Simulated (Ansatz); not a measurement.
System: AlBr3 (charge 0, singlet). 
Structure (B3LYP-D3(BJ)/def2-TZVP (Ansatz, a program for electronic structure) minimum search):
SMILES: [Br][Al]([Br])[Br]
```xyz
4

Br    -0.1587     2.2326    -0.0058
Al     0.0000     0.0000     0.0000
Br     2.0102    -0.9788     0.1040
Br    -1.8515    -1.2538    -0.0982
```

Quantity: atomisation energy (electronic, to ground-state atoms), in kJ/mol. Cores are frozen in the correlated levels unless marked. Open shells are spin-unrestricted. No spin-orbit coupling. Frozen are the shells of the preceding noble gas and the d and f shells that filled before the atom's block. No relativistic terms. The coupled-cluster limit lacks core correlation, which all-electron functionals hold. CBS(X,Y): correlation extrapolated as X^-3; Hartree-Fock from the larger set.

```tsv
level	program	atomisation energy (kJ/mol)
B3LYP-D3(BJ)/def2-TZVPD	Ansatz + dftd3	1091.7
```

### Question
Predict the CCSD(T)/CBS(def2-TZVPPD,def2-QZVPPD) result (Ansatz).

### Answer
1134.9 kJ/mol, so B3LYP-D3(BJ)/def2-TZVPD differs from it by -43.2 kJ/mol.
